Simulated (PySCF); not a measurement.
ZrI4, SMILES [I][Zr]([I])([I])[I], multiplicity 1.

The structure is a stationary point at ωB97X-D3(BJ)/def2-SVP. The spin state was assumed, not searched. The isomer is the one that the SMILES or the coordinates give; other isomers of the formula were not compared. The def2 effective core potentials stand for the cores of I, Zr; spin–orbit coupling is left out.

These are PBE0/def2-TZVP (PySCF) values and carry that method's errors.

Symmetry labels are those of the subgroup D2 that the program uses (full group Td).

Computed valence orbital energies around the gap with their symmetry:
| orbital | symmetry | energy (eV) |
|---|---|---|
| HOMO−7 | A | -9.03 |
| HOMO−6 | A | -9.03 |
| HOMO−5 | B1 | -8.67 |
| HOMO−4 | B2 | -8.67 |
| HOMO−3 | B3 | -8.67 |
| HOMO−2 | B1 | -7.88 |
| HOMO−1 | B2 | -7.88 |
| HOMO | B3 | -7.88 |
| LUMO | A | -2.86 |
| LUMO+1 | A | -2.86 |
| LUMO+2 | B1 | -2.22 |
| LUMO+3 | B2 | -2.22 |
